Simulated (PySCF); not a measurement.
A species of formula C4H9FOSi2 has this rotational fingerprint, computed with CAM-B3LYP/def2-SVPD in PySCF (dipole) on a GFN2-xTB geometry, gas phase:

| Quantity | Value |
| --- | --- |
| Rotational constants | A = 2818, B = 829.3, C = 804.7 MHz |
| Dipole components | \|μa\| = 0.05 D, \|μb\| = 1.32 D, \|μc\| = 0.00 D |
| Inertial defect | -160.75 u·Å² |
| κ | -0.98 |

Problem. Which candidate fits, each taken in the one conformer that was computed?
A. `[CH:1]#[C:2][C@@:3]([F:4])([CH2:5][SiH3:6])[SiH2:7][OH:8]` with C2–C3–C5–Si6 -68°, C2–C3–Si7–O8 168°, C3–Si7–O8–H -47°
B. `[F:1][Si:2]1([O:3][SiH3:4])[CH2:5][CH:6]=[CH:7][CH2:8]1` with F1–Si2–O3–Si4 0°
C. `[CH:1]#[C:2][Si@@:3]([F:4])([CH2:5][CH3:6])[SiH2:7][OH:8]` with C2–Si3–C5–C6 179°, C2–Si3–Si7–O8 144°, Si3–Si7–O8–H -51°

Solution. B. It is F[Si]1(O[SiH3])CC=CC1, a near-prolate asymmetric top, point group Cs. The candidates at the same level (rigid rotor, commonest isotopes):

| SMILES | A (MHz) | B (MHz) | C (MHz) | μa (D) | μb (D) | μc (D) | Δ (u·Å²) | point group | rotor |
| --- | --- | --- | --- | --- | --- | --- | --- | --- | --- |
| C#C[Si@@](F)(CC)[SiH2]O | 1468 | 1070 | 788.7 | 0.82 | 0.07 | 0.87 | -175.80 | C1 | asymmetric top |
| C#C[C@@](F)(C[SiH3])[SiH2]O | 1874 | 993.2 | 767.6 | 0.13 | 0.61 | 0.74 | -120.13 | C1 | asymmetric top |
| F[Si]1(O[SiH3])CC=CC1 | 2818 | 829.3 | 804.7 | 0.05 | 1.32 | 0.00 | -160.75 | Cs | near-prolate asymmetric top |

`C#C[C@@](F)(C[SiH3])[SiH2]O` has A 33 % too low; `C#C[Si@@](F)(CC)[SiH2]O` has A 48 % too low. In the right answer the mirror of this Cs structure is the ab plane, so μc vanishes by symmetry. No structure here is proved a minimum.
